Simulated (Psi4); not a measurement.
Cl$_{2}$ (SMILES ClCl), singlet, at a GFN2-xTB geometry; WB97M-V/aug-cc-pVDZ in Psi4 1.11.

Here is a job for Psi4.
```
memory 2 GB

molecule {
0 1
  Cl   -0.00000000   -0.00000000   -1.00842595
  Cl    0.00000000    0.00000000    1.00842595
}

set basis aug-cc-pvdz

energy('wb97m-v')
print_variables()
```

What the program printed (banner, timings and long lists left out):

```
   => Loading Basis Set <=

    Name: AUG-CC-PVDZ
    Role: ORBITAL
    Keyword: BASIS

         ---------------------------------------------------------
                                   SCF
               by Justin Turney, Rob Parrish, Andy Simmonett
                          and Daniel G. A. Smith
                              RKS Reference
         ---------------------------------------------------------

  ==> Geometry <==

    Molecular point group: d2h
    Full point group: D_inf_h

    Geometry (in Angstrom), charge = 0, multiplicity = 1:

       Center              X                  Y                   Z               Mass
    ------------   -----------------  -----------------  -----------------  -----------------
         CL           0.000000000000     0.000000000000    -1.008425950000    34.968852682000
         CL           0.000000000000     0.000000000000     1.008425950000    34.968852682000

  Running in d2h symmetry.

  Rotational constants: A = ************  B =      0.23703  C =      0.23703 [cm^-1]
  Rotational constants: A = ************  B =   7105.87878  C =   7105.87878 [MHz]
  Nuclear repulsion =   75.827190823297485

  Charge       = 0
  Multiplicity = 1
  Electrons    = 34
  Nalpha       = 17
  Nbeta        = 17

  ==> Algorithm <==

  SCF Algorithm Type is DF.
  DIIS enabled.
  MOM disabled.
  Fractional occupation disabled.
  Guess Type is SAD.
  Energy threshold   = 1.00e-06
  Density threshold  = 1.00e-06
  Integral threshold = 1.00e-12

  ==> Primary Basis <==

  Basis Set: AUG-CC-PVDZ
    Blend: AUG-CC-PVDZ
    Number of shells: 22
    Number of basis functions: 54
    Number of Cartesian functions: 58
    Spherical Harmonics?: true
    Max angular momentum: 2

  ==> DFT Potential <==

   => LibXC <=

    Version 7.1.2
    S. Lehtola, C. Steigemann, M. J. T. Oliveira, and M. A. L. Marques,  SoftwareX 7, 1–5 (2018) (10.1016/j.softx.2017.11.002)

   => Composite Functional: WB97M-V <=

    wB97M-V Hyb-GGA Exchange-Correlation Functional

    N. Mardirossian and M. Head-Gordon,  J. Chem. Phys. 144, 214110 (2016) (10.1063/1.4952647)

    Deriv               =              1
    GGA                 =           TRUE
    Meta                =           TRUE

    Exchange Hybrid     =           TRUE
    MP2 Hybrid          =          FALSE

   => Exchange-Correlation Functionals <=

    1.0000   wB97M-V exchange-correlation functional

   => Exact (HF) Exchange <=

    0.8500            HF,LR [omega = 0.3000]
    0.1500               HF

   => LibXC Density Thresholds  <==

    XC_HYB_MGGA_XC_WB97M_V:  1.00E-13

   => VV10 Non-Local Parameters <=

    VV10 B              =     6.0000E+00
    VV10 C              =     1.0000E-02

   => Molecular Quadrature <=

    Radial Scheme          =       TREUTLER
    Pruning Scheme         =           NONE
    Nuclear Scheme         =       TREUTLER

    Blocking Scheme        =         OCTREE
    BS radius alpha        =              1
    Pruning alpha          =              1
    Radial Points          =             75
    Spherical Points       =            302
    Total Points           =          43548
    Total Blocks           =            416
    Max Points             =            256
    Max Functions          =             54
    Weights Tolerance      =       1.00E-15

   => Loading Basis Set <=

    Name: (AUG-CC-PVDZ AUX)
    Role: JKFIT
    Keyword: DF_BASIS_SCF

  ==> Integral Setup <==

  SCF_SUBTYPE=INCORE selected. In-core MEM_DF algorithm will be used.
  Using in-core AOs.

  ==> MemDFJK: Density-Fitted J/K Matrices <==

    J tasked:                   Yes
    K tasked:                   Yes
    wK tasked:                  Yes
    Omega:                3.000E-01
    Algorithm:                 Core
    Schwarz Cutoff:           1E-12
    Mask sparsity (%):       0.0000
    Fitting Condition:        1E-10

   => Auxiliary Basis Set <=

  Basis Set: (AUG-CC-PVDZ AUX)
    Blend: AUG-CC-PVDZ-JKFIT
    Number of shells: 80
    Number of basis functions: 256
    Number of Cartesian functions: 300
    Spherical Harmonics?: true
    Max angular momentum: 3

  Minimum eigenvalue in the overlap matrix is 5.8948569566E-03.
  Reciprocal condition number of the overlap matrix is 1.6066654996E-03.
    Using symmetric orthogonalization.

  ==> Pre-Iterations <==

  SCF Guess: Superposition of Atomic Densities via on-the-fly atomic UHF (no occupation information).

   -------------------------
    Irrep   Nso     Nmo
   -------------------------
     Ag        13      13
     B1g        2       2
     B2g        6       6
     B3g        6       6
     Au         2       2
     B1u       13      13
     B2u        6       6
     B3u        6       6
   -------------------------
    Total      54      54
   -------------------------

  ==> Iterations <==

                           Total Energy        Delta E     RMS |[F,P]|

   @DF-RKS iter SAD:  -920.21092504032845   -9.20211e+02   0.00000e+00
   @DF-RKS iter   1:  -920.31575985281040   -1.04835e-01   6.75690e-03 DIIS/ADIIS
   @DF-RKS iter   2:  -920.32629191460921   -1.05321e-02   3.25078e-03 DIIS/ADIIS
   @DF-RKS iter   3:  -920.32895914250719   -2.66723e-03   4.83388e-04 DIIS/ADIIS
   @DF-RKS iter   4:  -920.32904400141967   -8.48589e-05   1.24561e-04 DIIS/ADIIS
   @DF-RKS iter   5:  -920.32905062902455   -6.62760e-06   1.61284e-05 DIIS
   @DF-RKS iter   6:  -920.32905080764772   -1.78623e-07   1.12597e-06 DIIS
   @DF-RKS iter   7:  -920.32905080834826   -7.00538e-10   9.88360e-08 DIIS
  Energy and wave function converged.

  ==> Post-Iterations <==

   Electrons on quadrature grid:
      Ntotal   =   34.0000004885 ; deviation = 4.885e-07

    Orbital Energies [Eh]
    ---------------------

    Doubly Occupied:

[...]
    Virtual:

[...]
      13B1u    1.668258

    Final Occupation by Irrep:
             Ag   B1g   B2g   B3g    Au   B1u   B2u   B3u
    DOCC [     5,    0,    2,    2,    0,    4,    2,    2 ]
    NA   [     5,    0,    2,    2,    0,    4,    2,    2 ]
    NB   [     5,    0,    2,    2,    0,    4,    2,    2 ]

  @DF-RKS Final Energy:  -920.32905080834826

   => Energetics <=

    Nuclear Repulsion Energy =             75.8271908232974852
    One-Electron Energy =               -1420.8240590593991328
    Two-Electron Energy =                 468.1773038680921672
    DFT Exchange-Correlation Energy =     -43.6518506799548618
    Empirical Dispersion Energy =           0.0000000000000000
    VV10 Nonlocal Energy =                  0.1423642396159883
    Total Energy =                       -920.3290508083482564

Computation Completed

Properties will be evaluated at   0.000000,   0.000000,   0.000000 [a0]

Properties computed using the SCF density matrix

 Multipole Moments:

 ------------------------------------------------------------------------------------
     Multipole            Electronic (a.u.)      Nuclear  (a.u.)        Total (a.u.)
 ------------------------------------------------------------------------------------

 L = 1.  Multiply by 2.5417464519 to convert [e a0] to [Debye]
 Dipole X            :          0.0000000            0.0000000            0.0000000
 Dipole Y            :          0.0000000            0.0000000            0.0000000
 Dipole Z            :          0.0000000            0.0000000            0.0000000
 Magnitude           :                                                    0.0000000

 ------------------------------------------------------------------------------------

  Variable Map:
  ----------------------------------------------------------------------------
[...]
  Array Variable Map:
  ----------------------------------------------------------------------------
[...]
[...]
```
